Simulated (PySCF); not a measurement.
**ORD: `F[C@@H]1CC(=S)[C@@H](Cl)C1`, C$_{5}$H$_{6}$ClFS**

Cartesian coordinates in Å; atom numbers follow the order of the lines, from 1:
```xyz
14

F     0.3965   -2.3917   -0.0691
C     0.2627   -1.0849   -0.4728
C     1.2689   -0.1824    0.2511
C     0.5308    1.0803    0.5594
S     1.1281    2.3655    1.3329
C    -0.8721    0.9627    0.0457
Cl   -0.8812    1.7258   -1.5933
C    -1.1133   -0.5315   -0.0842
H     0.4116   -1.0818   -1.5576
H     1.5864   -0.6627    1.1813
H     2.1710    0.0124   -0.3302
H    -1.6085    1.5055    0.6363
H    -1.3948   -0.9432    0.8875
H    -1.8871   -0.7745   -0.8091
```

The calculation used TDDFT wB97X-D/aug-cc-pVDZ circular dichroism and optical rotation, one conformer, gas phase (PySCF 2.14.0). Geometry: GFN2-xTB.

Singlets 7 and 8 lie within 0.01 eV of each other, so their separate moments and overlaps can depend on how they mix.

Stereocentres: C2 R, C6 S.

Q: Give the optical rotatory dispersion at 1550, 1064, 780, 633 nm.

A: [α] in deg dm⁻¹ (g/mL)⁻¹:
| λ (nm) | origin-invariant length gauge | modified velocity gauge | length gauge (centre of mass) | isotropic polarisability (au) |
| --- | --- | --- | --- | --- |
| 1550 | +17.3 | +21.4 | +17.4 | 92.4 |
| 1064 | +40.0 | +50.2 | +40.2 | 92.9 |
| 780 | +88.3 | +115.7 | +88.8 | 93.8 |
| 633 | +184.8 | +261.5 | +185.3 | 94.8 |

The shortest wavelength is close to the first absorption, where this undamped response comes out too large.

Q: And for the mirror image at 1550 nm?

A: -17.3 deg dm⁻¹ (g/mL)⁻¹ (origin-invariant length gauge): the same size and the opposite sign.

Q: What is the molar rotation [Φ] = [α]·M/100 of the geometry above at 1550 nm?

A: With M = 152.61 g/mol, +26.4 deg cm² dmol⁻¹ (origin-invariant length gauge).

The first excitation lies at 2.34 eV (529 nm) with R = +1.3 × 10⁻⁴⁰ esu² cm² (velocity form).
